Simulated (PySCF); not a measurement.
CH₃BBrFO, singlet, geometry from GFN2-xTB, atoms displaced at random by about 0.03 Å a coordinate. Base run: B3LYP/6-31G, gradient in PySCF.

Here is a job for PySCF.
```python
from pyscf import gto, scf, dft

mol = gto.Mole()
mol.atom = '''
    B     0.625138    0.279991   -0.436281
    F     1.537953    1.303696   -0.387805
    Br   -0.719334    0.244465    0.904971
    O     0.801856   -0.545363   -1.435059
    C     0.020059   -1.690381   -1.739584
    H    -0.400633   -1.598687   -2.681459
    H     0.684692   -2.591839   -1.632621
    H    -0.783154   -1.821818   -0.972112
'''
mol.basis = '6-31g'
mol.charge = 0
mol.spin = 0
mol.verbose = 3
mol.build()

mf = dft.RKS(mol)
mf.xc = 'b3lyp'
mf.kernel()
g = mf.nuc_grad_method()
grad = g.kernel()
```

The coordinate followed is z of atom 8.

Variants of this job, named by their change:

| change | dE/dx (Eh/bohr) | net force (Eh/bohr) |
|---|---|---|
| base | 0.012152 | 0.000280 |
| conv_tol = 1e-4 | 0.012162 | 0.000279 |
| grids.level = 0; grid_response = on | 0.012305 | 0.000000 |
| grids.level = 0; grid_response = off | 0.011953 | 0.012897 |
| finite difference step (bohr) = 0.2; conv_tol = 1e-11 | 0.010676 | - |
| density fitting = on | 0.012164 | 0.000280 |
| grid_response = on | 0.012164 | 0.000000 |
| finite difference step (bohr) = 0.05; conv_tol = 1e-11 | 0.012070 | - |
| grids.level = 5; grid_response = off | 0.012159 | 0.000011 |
| conv_tol = 1e-11 | 0.012152 | 0.000280 |
| finite difference step (bohr) = 1e-5; conv_tol = 1e-11 | 0.012164 | - |
| grids.level = 1; grid_response = on | 0.012108 | 0.000000 |

The net force is zero for an exact gradient.
